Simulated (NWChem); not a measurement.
System: C₂H₂Cl, doublet; SMILES [CH]=CCl

Input file for NWChem:

```
start job
memory heap 200 mb stack 700 mb global 900 mb
geometry units angstroms noautosym nocenter noautoz
  C     -0.270185     1.723922     0.000000
  C      0.503428     0.668803     0.000000
  Cl    -0.110954    -0.969424     0.000000
  H     -1.319842     2.007224     0.000000
  H      1.597104     0.712484     0.000000
end
basis spherical
  C library 6-31g*
  Cl library 6-31g*
  H library 6-31g*
end
dft
  odft
  mult 2
  xc xpbe96 cpbe96
  iterations 150
end
cosmo
  do_cosmo_smd true
  solvent cychexan
end
task dft energy
```

NWChem printed, in part:

```
             Northwest Computational Chemistry Package (NWChem) 7.3.0
             --------------------------------------------------------

                             Geometry "geometry" -> ""
                             -------------------------

 Output coordinates in angstroms (scale by  1.889725989 to convert to a.u.)

  No.       Tag          Charge          X              Y              Z
 ---- ---------------- ---------- -------------- -------------- --------------
    1 C                    6.0000    -0.27018500     1.72392200     0.00000000
    2 C                    6.0000     0.50342800     0.66880300     0.00000000
    3 Cl                  17.0000    -0.11095400    -0.96942400     0.00000000
    4 H                    1.0000    -1.31984200     2.00722400     0.00000000
    5 H                    1.0000     1.59710400     0.71248400     0.00000000

 Effective nuclear repulsion energy (a.u.)      80.8548546671

  pbe96 is a nonlocal functional; adding pw91lda local functional.

                                 NWChem DFT Module
                                 -----------------

 Summary of "ao basis" -> "ao basis" (spherical)
 ------------------------------------------------------------------------------
       Tag                 Description            Shells   Functions and Types
 ---------------- ------------------------------  ------  ---------------------
 C                           6-31g*                  6       14   3s2p1d
 Cl                          6-31g*                  8       18   4s3p1d
 H                           6-31g*                  2        2   2s

 in cosmo_initialize ...
 calling solv_data for solv:cychexan

 solvent parameters
 solvname_short: cychexan
 solvname_long:  cyclohexane
 dielec:        2.0165
 dielecinf:     2.0352
 nonaqueous SMD model solvent descriptors
 dielec:        2.0165
 sola:          0.0000
 solb:          0.0000
 solc:          0.0000
 solg:         35.4800
 solh:          0.0000
 soln:          1.4266

          ---------------
          -cosmo- solvent
          ---------------
 Cosmo: York-Karplus, doi: 10.1021/jp992097l
 dielectric constant -eps-     =   2.02
 screen = (eps-1)/(eps    )    =   0.50409
 surface charge correction     = lagrangian

   van der Waals surface
 --------------------------

 ---------- ATOMIC COORDINATES (A.U.) ------------ VDWR(ANG.) --
     1   -0.51057562    3.25774021    0.00000000     1.850
     2    0.95134097    1.26385441    0.00000000     1.850
     3   -0.20967266   -1.83194573    0.00000000     2.380
     4   -2.49413973    3.79310336    0.00000000     1.200
     5    3.01808894    1.34639953    0.00000000     1.200
 number of segments per atom =        128
 number of   points per atom =        128
 atom (   nspa,  nppa )
 ----------------------
    1 (     76,     0 )       0
    2 (     36,     0 )       0
    3 (    104,     0 )       0
    4 (     52,     0 )       0
    5 (     52,     0 )       0
 number of -cosmo- surface points =      320
 molecular surface =     99.119 angstrom**2
 molecular volume  =     83.357 angstrom**3
 -lineq- algorithm             =   0
 -bem- low  level              =   3
 -bem- from -octahedral-
 gaussian surface charge width =   4.50000
 degree of switching           =   1.00000
 switching function tolerance  =   0.00010
 atomic radii =
 --------------
    1  6.000  1.850
    2  6.000  1.850
    3 17.000  2.380
    4  1.000  1.200
    5  1.000  1.200
 ...... end of -cosmo- initialization ......

 nat:                     5
 ixmem:                  1509
 calling mnsol_interface()
 G(SMD-CDS) energy (kcal/mol)  =    -0.241
 SMD-CDS SASA (angstrom**2)    =   104.262

            General Information
            -------------------
          SCF calculation type: DFT
          Wavefunction type:  spin polarized.
          No. of atoms     :     5
          No. of electrons :    31
           Alpha electrons :    16
            Beta electrons :    15
          Charge           :     0
          Spin multiplicity:     2
          Use of symmetry is: off; symmetry adaption is: off
          Maximum number of iterations: 150
          AO basis - number of functions:    50
                     number of shells:    24
          Convergence on energy requested:  1.00D-06
          Convergence on density requested:  1.00D-05
          Convergence on gradient requested:  5.00D-04

              XC Information
              --------------
          PerdewBurkeErnzerhof Exchange Functional  1.000
            Perdew 1991 LDA Correlation Functional  1.000 local
           PerdewBurkeErnz. Correlation Functional  1.000 non-local

             Grid Information
             ----------------
          Grid used for XC integration:  medium
          Radial quadrature: Mura-Knowles
          Angular quadrature: Lebedev.
          Tag              B.-S. Rad. Rad. Pts. Rad. Cut. Ang. Pts.
          ---              ---------- --------- --------- ---------
          C                   0.70       49           8.0       434
          Cl                  1.00       88           9.0       590
          H                   0.35       45           9.0       434
          Grid pruning is: on
          Number of quadrature shells:   276
          Spatial weights used:  Erf1

      Superposition of Atomic Density Guess
      -------------------------------------

 Sum of atomic energies:        -535.76755609

      Non-variational initial energy
      ------------------------------

 Total energy =    -536.820145
 1-e energy   =    -897.415572
 2-e energy   =     279.740573
 HOMO         =      -0.182660
 LUMO         =       0.060105

[...]

                                COSMO-SMD solvation results
                                ---------------------------

             internal energy in gas <Psi(g)|H|Psi(g)> =      -537.184541696959
         internal energy in solvent <Psi(s)|H|Psi(s)> =      -537.184402050238
                               delta internal energy  =         0.000139646722 (    0.09 kcal/mol)
   total free energy in solvent <Psi(s)|H+V/2|Psi(s)> =      -537.186782856609
 polarization energy contribution <Psi(s)|V/2|Psi(s)> =        -0.002380806372 (   -1.49 kcal/mol)
    total free energy in solvent including G(SMD-CDS) =      -537.187167040638
                       G(SMD-CDS) energy contribution =        -0.000384184029 (   -0.24 kcal/mol)
     1 M fixed-concentration free energy of solvation =        -0.002625343679 (   -1.65 kcal/mol)

                    DFT Final Alpha Molecular Orbital Analysis
                    ------------------------------------------

 Vector   14  Occ=1.000000D+00  E=-2.775387D-01
              MO Center= -1.1D-02, -7.3D-01,  7.4D-11, r^2= 1.7D+00
   Bfn.  Coefficient  Atom+Function         Bfn.  Coefficient  Atom+Function
  ----- ------------  ---------------      ----- ------------  ---------------
    35      0.681607  3 Cl px                39      0.364809  3 Cl px
    31     -0.266169  3 Cl px                36     -0.168535  3 Cl py
    50     -0.152406  5 H  s                  6      0.141912  1 C  s
    17     -0.132644  2 C  px                49     -0.130318  5 H  s
    40     -0.103287  3 Cl py                 3      0.092658  1 C  px

 Vector   15  Occ=1.000000D+00  E=-2.371112D-01
              MO Center= -5.0D-02,  5.0D-01,  4.1D-11, r^2= 2.6D+00
   Bfn.  Coefficient  Atom+Function         Bfn.  Coefficient  Atom+Function
  ----- ------------  ---------------      ----- ------------  ---------------
    37      0.474077  3 Cl pz                 5     -0.396765  1 C  pz
    19     -0.287843  2 C  pz                41      0.277537  3 Cl pz
     9     -0.271585  1 C  pz                33     -0.183196  3 Cl pz
    23     -0.181510  2 C  pz

 Vector   16  Occ=1.000000D+00  E=-2.192945D-01
              MO Center= -1.1D-01,  1.4D+00,  8.3D-12, r^2= 2.3D+00
   Bfn.  Coefficient  Atom+Function         Bfn.  Coefficient  Atom+Function
  ----- ------------  ---------------      ----- ------------  ---------------
     4      0.443740  1 C  py                 8      0.375550  1 C  py
    36      0.337156  3 Cl py                 3      0.317977  1 C  px
    40      0.197011  3 Cl py                 7      0.190402  1 C  px
     6      0.187537  1 C  s                 32     -0.127275  3 Cl py
    48     -0.120891  4 H  s                  2      0.102100  1 C  s

 Vector   17  Occ=0.000000D+00  E=-3.336217D-02
              MO Center=  1.0D-01,  1.1D+00, -3.7D-10, r^2= 2.1D+00
   Bfn.  Coefficient  Atom+Function         Bfn.  Coefficient  Atom+Function
  ----- ------------  ---------------      ----- ------------  ---------------
    23     -0.616613  2 C  pz                 9      0.579506  1 C  pz
    19     -0.470695  2 C  pz                 5      0.434098  1 C  pz
    41      0.189673  3 Cl pz                37      0.179953  3 Cl pz
    33     -0.067185  3 Cl pz                43     -0.058270  3 Cl d -1
    45      0.029128  3 Cl d  1

 Vector   18  Occ=0.000000D+00  E= 1.514119D-02
              MO Center=  1.2D-01, -1.9D-01,  1.1D-10, r^2= 2.9D+00
   Bfn.  Coefficient  Atom+Function         Bfn.  Coefficient  Atom+Function
  ----- ------------  ---------------      ----- ------------  ---------------
    20      1.329261  2 C  s                 40     -0.840644  3 Cl py
    38     -0.724874  3 Cl s                 22     -0.679263  2 C  py
    18     -0.431294  2 C  py                50     -0.392352  5 H  s
    36     -0.374937  3 Cl py                39     -0.342758  3 Cl px
    48     -0.294832  4 H  s                  8      0.285394  1 C  py

 Vector   19  Occ=0.000000D+00  E= 8.776435D-02
              MO Center= -3.3D-02,  1.4D+00,  3.6D-11, r^2= 4.5D+00
   Bfn.  Coefficient  Atom+Function         Bfn.  Coefficient  Atom+Function
  ----- ------------  ---------------      ----- ------------  ---------------
    48      1.331122  4 H  s                 50     -1.246311  5 H  s
     6     -1.145953  1 C  s                 20      0.984550  2 C  s
    21      0.490408  2 C  px                 7      0.417063  1 C  px
     3      0.213265  1 C  px                17      0.170842  2 C  px
    47      0.167108  4 H  s                 16      0.166020  2 C  s

                     DFT Final Beta Molecular Orbital Analysis
                     -----------------------------------------

 Vector   13  Occ=1.000000D+00  E=-3.259865D-01
              MO Center=  6.4D-02, -2.3D-01,  2.3D-10, r^2= 1.9D+00
   Bfn.  Coefficient  Atom+Function         Bfn.  Coefficient  Atom+Function
  ----- ------------  ---------------      ----- ------------  ---------------
    37      0.556426  3 Cl pz                19      0.309094  2 C  pz
    41      0.276894  3 Cl pz                33     -0.220108  3 Cl pz
    23      0.199992  2 C  pz                 5      0.167396  1 C  pz
     9      0.077809  1 C  pz                43      0.031843  3 Cl d -1

 Vector   14  Occ=1.000000D+00  E=-2.743632D-01
              MO Center= -1.7D-02, -7.7D-01,  6.6D-11, r^2= 1.6D+00
   Bfn.  Coefficient  Atom+Function         Bfn.  Coefficient  Atom+Function
  ----- ------------  ---------------      ----- ------------  ---------------
    35      0.678898  3 Cl px                39      0.367939  3 Cl px
    31     -0.265281  3 Cl px                36     -0.196292  3 Cl py
    50     -0.145477  5 H  s                 17     -0.133314  2 C  px
     6      0.129367  1 C  s                 49     -0.121911  5 H  s
    40     -0.116266  3 Cl py                32      0.077078  3 Cl py

 Vector   15  Occ=1.000000D+00  E=-2.273807D-01
              MO Center= -8.0D-04,  4.5D-01,  2.7D-12, r^2= 2.5D+00
   Bfn.  Coefficient  Atom+Function         Bfn.  Coefficient  Atom+Function
  ----- ------------  ---------------      ----- ------------  ---------------
    37      0.469968  3 Cl pz                 5     -0.359416  1 C  pz
    19     -0.335002  2 C  pz                41      0.282966  3 Cl pz
     9     -0.238156  1 C  pz                23     -0.228537  2 C  pz
    33     -0.181343  3 Cl pz

 Vector   16  Occ=0.000000D+00  E=-1.334777D-01
              MO Center= -8.3D-02,  1.4D+00,  4.0D-11, r^2= 2.3D+00
   Bfn.  Coefficient  Atom+Function         Bfn.  Coefficient  Atom+Function
  ----- ------------  ---------------      ----- ------------  ---------------
     8      0.431217  1 C  py                 4      0.391690  1 C  py
    36      0.336491  3 Cl py                 3      0.283872  1 C  px
    40      0.275124  3 Cl py                22      0.217739  2 C  py
     6      0.157511  1 C  s                 48     -0.148065  4 H  s
    34      0.136144  3 Cl s                 38      0.132286  3 Cl s

 Vector   17  Occ=0.000000D+00  E=-2.089347D-02
              MO Center=  3.9D-02,  1.2D+00, -3.1D-10, r^2= 2.0D+00
   Bfn.  Coefficient  Atom+Function         Bfn.  Coefficient  Atom+Function
  ----- ------------  ---------------      ----- ------------  ---------------
     9      0.613045  1 C  pz                23     -0.592950  2 C  pz
     5      0.458485  1 C  pz                19     -0.442072  2 C  pz
    41      0.177557  3 Cl pz                37      0.158846  3 Cl pz
    33     -0.059386  3 Cl pz                43     -0.055871  3 Cl d -1
    45      0.028970  3 Cl d  1              25      0.025777  2 C  d -1

 Vector   18  Occ=0.000000D+00  E= 2.433335D-02
              MO Center=  1.6D-01, -5.7D-02,  7.0D-11, r^2= 3.2D+00
   Bfn.  Coefficient  Atom+Function         Bfn.  Coefficient  Atom+Function
  ----- ------------  ---------------      ----- ------------  ---------------
    20      1.394694  2 C  s                 40     -0.815430  3 Cl py
    38     -0.712360  3 Cl s                 22     -0.637817  2 C  py
    50     -0.512925  5 H  s                 18     -0.423444  2 C  py
    36     -0.339608  3 Cl py                39     -0.340492  3 Cl px
     8      0.331994  1 C  py                48     -0.277422  4 H  s

   alpha - beta orbital overlaps
   -----------------------------

   alpha      1      2      3      4      5      6      7      8      9     10
    beta      1      2      3      4      5      6      7      8      9     10
 overlap   1.000  1.000  1.000  1.000  0.999  1.000  0.999  0.999  0.995  0.995

   alpha     11     12     13     14     15     16     17     18     19     20
    beta     11     12     13     14     15     16     17     18     19     20
 overlap   0.999  0.993  0.999  0.997  0.996  0.982  0.996  0.991  0.997  0.998

   alpha     21     22     23     24     25     26     27     28     29     30
    beta     21     22     23     24     25     26     27     29     28     30
 overlap   0.995  0.998  0.999  0.999  0.999  0.967  0.988  0.963  0.994  0.988

   alpha     31     32     33     34     35     36     37     38     39     40
    beta     31     33     32     34     35     36     37     38     39     40
 overlap   0.997  0.993  0.998  0.993  0.844  0.844  0.994  0.975  0.973  0.999

   alpha     41     42     43     44     45     46     47     48     49     50
    beta     41     42     43     44     45     46     47     48     49     50
 overlap   0.994  0.986  0.995  0.990  0.998  0.995  0.998  1.000  0.999  0.999

[...]
```

Level: PBE/6-31G* (spherical d), spin-unrestricted, SMD on the gas-phase geometry. In the optimisation the excess spin sits in a' (Cs, its own frame). Coordinates come from a PBE0/def2-SVP, spin-unrestricted optimisation. No stability test was run on the SCF state. Solvent: cyclohexane.
